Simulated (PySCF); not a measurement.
B(F)2(Me) (CH₃BF₂), SMILES CB(F)F. Atoms are numbered in the order given.

```xyz
7

B      0.0378    -0.0338     0.0603
F      1.3573    -0.2317     0.0142
F     -0.6083    -0.6626     1.0450
C     -0.7066     0.8476    -0.9962
H     -1.6544     1.2657    -0.6067
H     -0.9683     0.2038    -1.8651
H     -0.0678     1.6636    -1.3856
```
Charge 0, spin multiplicity 1.

Geometry optimised at PBE-D3(BJ)/def2-SVP.

These are TDA-PBE0/def2-SVPD in PySCF values and carry that method's errors.

Vertical excitations. 

```json
[
 {"state": "S1", "energy (eV)": "8.74", "λ (nm)": "142", "f": "0.029", "main pairs": "HOMO→LUMO 90 %"},
 {"state": "S2", "energy (eV)": "9.42", "λ (nm)": "132", "f": "0.084", "main pairs": "HOMO→LUMO+1 93 %"},
 {"state": "S3", "energy (eV)": "9.60", "λ (nm)": "129", "f": "0.001", "main pairs": "HOMO−1→LUMO 87 %"},
 {"state": "S4", "energy (eV)": "10.30", "λ (nm)": "120", "f": "0.021", "main pairs": "HOMO−1→LUMO+1 59 %, HOMO−3→LUMO 26 %, HOMO−1→LUMO 11 %"},
 {"state": "S5", "energy (eV)": "10.39", "λ (nm)": "119", "f": "0.020", "main pairs": "HOMO−3→LUMO 59 %, HOMO−1→LUMO+1 35 %"},
 {"state": "S6", "energy (eV)": "10.46", "λ (nm)": "119", "f": "0.179", "main pairs": "HOMO−2→LUMO 94 %"},
 {"state": "S7", "energy (eV)": "10.56", "λ (nm)": "117", "f": "0.086", "main pairs": "HOMO−2→LUMO+1 97 %"},
 {"state": "S8", "energy (eV)": "11.02", "λ (nm)": "113", "f": "0.003", "main pairs": "HOMO→LUMO+2 96 %"},
 {"state": "S9", "energy (eV)": "11.16", "λ (nm)": "111", "f": "0.023", "main pairs": "HOMO−3→LUMO+1 60 %, HOMO−4→LUMO 26 %"},
 {"state": "S10", "energy (eV)": "11.36", "λ (nm)": "109", "f": "0.067", "main pairs": "HOMO−4→LUMO 50 %, HOMO−3→LUMO+1 19 %, HOMO−4→LUMO+1 17 %"},
 {"state": "T1", "energy (eV)": "7.76", "λ (nm)": "160", "f": "0", "main pairs": "HOMO→LUMO 91 %"},
 {"state": "T2", "energy (eV)": "9.13", "λ (nm)": "136", "f": "0", "main pairs": "HOMO→LUMO+1 85 %"},
 {"state": "T3", "energy (eV)": "9.35", "λ (nm)": "133", "f": "0", "main pairs": "HOMO−1→LUMO 83 %"},
 {"state": "T4", "energy (eV)": "9.46", "λ (nm)": "131", "f": "0", "main pairs": "HOMO−2→LUMO 89 %"}
]
```
Triplets are in the Tamm–Dancoff approximation.
